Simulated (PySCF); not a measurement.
C4H7FSi.

```xyz
13

C      2.1553     0.1939    -0.0919
Si     0.5323    -0.6479    -0.5100
C     -0.4788    -1.3186     0.9221
C     -1.3775    -0.3120     0.8292
C     -1.0077     0.5195    -0.3830
F     -0.7603     1.8573    -0.0801
H      2.5540     0.7252    -0.9713
H      1.9955     0.9276     0.7127
H      2.9136    -0.5342     0.2384
H      0.6871    -1.5079    -1.7244
H     -0.4994    -2.1367     1.6463
H     -2.2383    -0.1068     1.4822
H     -1.7705     0.4918    -1.1813
```
Charge 0, spin multiplicity 1.

Geometry: B3LYP-D3(BJ)/def2-SVP. The structure was generated by enumeration; whether it is a known compound was not checked.

Level of theory: HF/pcSseg-1 in PySCF. Non-relativistic, no solvent.

Computed absolute GIAO shielding of each atom: isotropic value and principal components (ppm):
```tsv
atom	σ(iso)	σ11	σ22	σ33	span
C1	192.9	189.9	193.8	195.1	5.3
Si2	392.6	345.8	406.7	425.4	79.6
C3	37.8	-97.5	36.7	174.2	271.8
C4	23.7	-120.2	42.4	148.8	269.0
C5	109.7	72.0	97.5	159.5	87.5
F6	442.8	399.6	419.2	509.4	109.7
H7	31.2	26.9	27.9	38.7	11.8
H8	31.0	26.3	29.3	37.5	11.2
H9	31.1	26.9	27.8	38.7	11.9
H10	26.8	24.1	24.9	31.5	7.4
H11	24.8	22.3	25.7	26.6	4.2
H12	24.3	22.2	23.6	27.0	4.9
H13	26.7	23.1	26.6	30.5	7.4
```
